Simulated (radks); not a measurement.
Q: These are the eigenvalues of the occupied orbitals of an atom or ion with whole-number occupations (eV). Calculated with a radial shooting solver on a logarithmic mesh with Libxc functionals: scalar-relativistic Kohn-Sham, r2SCAN, spin-polarised, spherical densities, finite nucleus; meta-GGA in the generalised Kohn-Sham scheme; Fermi nuclear charge, rms radius of each element as measured or else 0.836 A^(1/3) + 0.57 fm.

1s: -89814.52
2s: -20972.48
2p: -18984.59

Which element is it, and in what charge state? The configuration may be excited. Open shells, if any, are filled with parallel spins first.

A: Z = 80, mercury, charge +70: Hg70+ in [Ne]. The list shows which subshells hold electrons but not how many an open one holds; the 1s level, -3300.6 hartree, gives Z - s = 81.2 by -(Z - s)^2/2, which with screening and relativity narrows Z to a few neighbours, and the depths of the outer levels then fix element, charge and occupations together.
